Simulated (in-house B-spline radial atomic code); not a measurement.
Checks on a self-consistent run for the fluorine ion F⁴⁺, [He] 2s2 (5p3/2)1. Level of theory: Dirac-Hartree-Fock, average of the jj configuration, Fermi nucleus of rms radius 2.8976 fm; calculated with a B-spline radial code for spherical atoms.

```tsv
orbital	q	ε (Eh)	<1/r>	<r²>	small-component weight
1s1/2	2	-31.88669	8.69104	0.0406801	0.0010027
2s1/2	2	-5.47600	1.79112	0.765161	0.00016863
5p3/2	1	-0.53972	0.215943	51.423	1.5565e-05
```

Electron-electron repulsion V_ee = 13.3018 hartree.

Q: What total energy follows from the eigenvalues?

A: The eigenvalues count the repulsion twice, so E = Σqε - V_ee = -75.265 - 13.302 = -88.567 hartree; the run printed -88.567.

Q: Does the Dirac virial theorem hold?

A: For a point nucleus E = -2c²Σq·w, with w the small-component weight. Here Σq·w = 0.0023582 and c = 137.0360, so the ratio E/(-2c²Σq·w) is 1.000000.

Q: What diamagnetic shielding (Lamb formula) and susceptibility (Langevin formula) do the radii give?

A: σ = (α²/3)Σq<1/r> = 21.1803/(3·137.036²) = 375.96 ppm, and χ = -0.79199×10⁻⁶·Σq<r²> = -42×10⁻⁶ cm³/mol with Σq<r²> = 53.035 bohr². Both are non-relativistic formulas without the paramagnetism of open shells.
